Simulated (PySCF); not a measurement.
A calculated (PBE0, PySCF 2.14, ANO-RCC-VTZP, the spin-free X2C one-electron Hamiltonian (Gaussian nucleus)) atom or ion has these occupied shells.

```csv
shell,electrons,orbital energy (eV),"rms radius, mean of both spins (bohr)"
1s α,1,-83018.8,0.0187
1s β,1,-83018.8,0.0187
2s α,1,-14757.9,0.0756
2s β,1,-14757.8,0.0756
2p α,3,-12788.4,0.0694
2p β,3,-12788.3,0.0694
3s α,1,-3525.7,0.193
3s β,1,-3525.7,0.193
3p α,3,-2951.0,0.195
3p β,3,-2951.0,0.195
3d α,5,-2317.9,0.178
3d β,5,-2317.9,0.178
4s α,1,-789.35,0.424
4s β,1,-789.23,0.424
4p α,3,-598.88,0.452
4p β,3,-598.75,0.452
4d α,5,-364.74,0.482
4d β,5,-364.59,0.482
5s α,1,-129.04,0.958
5s β,1,-128.20,0.958
4f α,7,-107.92,0.529
4f β,7,-107.77,0.529
5p α,3,-76.805,1.10
5p β,3,-75.726,1.10
5d α,5,-16.569,1.56
5d β,4,-15.758,1.56
6s α,1,-10.475,2.74
6s β,1,-9.457,2.74
6p α,1,-3.605,4.07
```

Task: Name the element and its charge.

Result: Hg (mercury, neutral), in [Xe] 4f14 5d9 6s2 6p1, one real determinant (an excited configuration).
